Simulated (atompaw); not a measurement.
An all-electron radial function and its pseudo partner (iridium)

Columns: radius, all-electron u(r) and pseudo u(r) of the 4f shell (level -62.19 eV) of iridium in the configuration [Kr] 4d10 4f14 5s2 5p6 5d7 6s2 6p0; PBE, scalar-relativistic, PAW (atompaw) scheme, atompaw 4.2.0.5.

```tsv
r (bohr)	all-electron	pseudo
0.087	0.1505	0.0016
0.173	0.6755	0.0226
0.260	1.1502	0.0991
0.346	1.3706	0.2511
0.433	1.3849	0.4645
0.519	1.2835	0.6772
0.606	1.1320	0.8245
0.692	0.9715	0.8615
0.779	0.8175	0.7971
0.865	0.6814	0.6810
0.952	0.5623	0.5623
1.038	0.4625	0.4625
1.125	0.3781	0.3781
1.212	0.3082	0.3082
1.298	0.2515	0.2515
1.385	0.2045	0.2045
1.471	0.1666	0.1666
1.558	0.1354	0.1354
1.644	0.1103	0.1103
1.731	0.0897	0.0897
1.817	0.0731	0.0731
1.904	0.0595	0.0595
1.990	0.0486	0.0486
2.077	0.0396	0.0396
2.163	0.0324	0.0324
2.250	0.0265	0.0265
```

(1) How many radial nodes do the two functions have?

(2) At about which radius was the pseudo-wave matched?

(3) Is the pseudo-wave norm-conserving?

Results:

(1) The all-electron 4f function has n − l − 1 = 0; the pseudo-wave has 0.

(2) 0.95 bohr, where the columns begin to agree (steps of 0.09 bohr).

(3) No, it belongs to a PAW set: the norm inside the radius is not constrained, and the difference is carried by the augmentation charge.
